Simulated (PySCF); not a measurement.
## How methods differ on the ionisation energy of Mo⁺

Mo⁺ [Kr] 4d5 (6S) → Mo²⁺ [Kr] 4d4 (5D), as a difference of total energies. Computed with PySCF 2.14 in aug-cc-pwCVTZ-PP with ECP28MDF (8s8p7d4f3g, 122 functions), with scalar relativity through the core potential. Correlated levels: valence: 4s2 4p6 frozen; valence and next inner shell: nothing frozen outside the core potential. The calculations carry no spin-orbit coupling.

```json
{"method": "UHF", "ionisation energy (eV)": "15.074"}
{"method": "LDA", "ionisation energy (eV)": "16.637"}
{"method": "PBE", "ionisation energy (eV)": "16.406"}
{"method": "PBE0", "ionisation energy (eV)": "16.267"}
{"method": "r2SCAN", "ionisation energy (eV)": "16.282"}
{"method": "wB97X-V", "ionisation energy (eV)": "15.847"}
{"method": "TPSS", "ionisation energy (eV)": "16.128"}
{"method": "LC-wPBE", "ionisation energy (eV)": "16.081"}
{"method": "MP2 (valence)", "ionisation energy (eV)": "15.761"}
{"method": "SCS-MP2 (valence)", "ionisation energy (eV)": "15.303"}
{"method": "MP2 (valence and next inner shell)", "ionisation energy (eV)": "16.140"}
{"method": "SCS-MP2 (valence and next inner shell)", "ionisation energy (eV)": "15.716"}
```

Q: How much does correlation contribute at MP2 (valence and next inner shell)?

A: 16.140 − (15.074) = 1.066 eV, measured against UHF.

The reference lies between the lowest fine-structure levels, while these numbers refer to the centres of the terms.

Errors of the correlated levels include the incompleteness of this basis and the frozen core.

For comparison: 16.16 ± 0.12 eV (semi-empirical (NIST evaluation); NIST Atomic Spectra Database, ionization energies).
